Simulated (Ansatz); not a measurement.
Geometry optimisation, RKS BHLYP-D4/cc-pVDZ (Ansatz).

Input:

```yaml
crystal:
  periodic: [false, false, false]
  atoms:
    - { symbol: Si, position_ang: [-0.17748, 0.440415, 0.504061] }
    - { symbol: H, position_ang: [1.242828, -0.776071, -1.484119] }
    - { symbol: C, position_ang: [-0.043169, -1.351148, 1.045658] }
    - { symbol: C, position_ang: [-1.17355, 0.624156, -1.077149] }
    - { symbol: H, position_ang: [-0.869483, 1.207252, 1.576897] }
    - { symbol: H, position_ang: [1.903307, -0.553737, -1.532337] }
    - { symbol: S, position_ang: [1.777209, 1.356171, 0.320119] }
    - { symbol: H, position_ang: [0.476574, -1.415539, 2.005693] }
    - { symbol: H, position_ang: [-1.044032, -1.780099, 1.166401] }
    - { symbol: H, position_ang: [0.504512, -1.960277, 0.322504] }
    - { symbol: H, position_ang: [-2.203097, 0.289844, -0.892497] }
    - { symbol: H, position_ang: [-1.203083, 1.674571, -1.388465] }
    - { symbol: H, position_ang: [-0.76914, 0.032628, -1.905318] }
    - { symbol: H, position_ang: [1.578805, 2.211936, 1.338651] }
basis:
  gaussian: { orbitals: cc-pVDZ }
hamiltonian:
  xc: { name: BHLYP }
  dispersion: d4
relax:
  f_tol: 0.03
  max_steps: 50
output:
  orbitals: {}
```

Launched with:

```bash
$ ansatz run input.yaml --threads 2 --pin off --max-ram 3072MiB --backend cpu --events-out ev --progress --plain --runs-dir out
```

Q: Where does it end, and by what steps?

A: It converged. The force dipped under the threshold on the way, but the program's further checks kept it going. After 18 steps the energy has fallen by 0.237 eV; H2 moved furthest, 1.12 Å.

```
step  energy less start (eV)  largest force component (eV/Å)  accepted
   0                  0.0000                           2.235       yes
   1                 -0.1214                           0.162       yes
   2                 -0.1558                           0.259       yes
   3                 -0.1729                           0.177       yes
   4                 -0.1831                           0.300       yes
   5                 -0.1907                           0.087       yes
   6                 -0.2022                           0.176       yes
   7                 -0.1709                           1.213        no
   8                 -0.2111                           0.124       yes
   9                 -0.2184                           0.123       yes
  10                 -0.2228                           0.469       yes
  11                 -0.2316                           0.165       yes
  12                 -0.2148                           0.422        no
  13                 -0.2349                           0.051       yes
  14                 -0.2363                           0.032       yes
  15                 -0.2109                           0.504        no
  16                 -0.2368                           0.022       yes
  17                 -0.2370                           0.021       yes
  18                 -0.2371                           0.014       yes
```

```xyz
14
Properties=species:S:1:pos:R:3
Si -0.402 0.593 0.610
H 1.950 -1.257 -2.201
C -0.071 -1.169 1.158
C -1.295 0.668 -1.035
H -1.190 1.294 1.661
H 2.052 -0.678 -1.727
S 1.467 1.657 0.298
H 0.489 -1.191 2.098
H -1.016 -1.701 1.316
H 0.508 -1.705 0.401
H -2.267 0.170 -0.960
H -1.465 1.703 -1.343
H -0.712 0.166 -1.813
H 1.954 1.450 1.536
```

Time of the run: 77 s on 2 threads of Arm Neoverse V1 (shared host), peak memory 0.27 GiB.
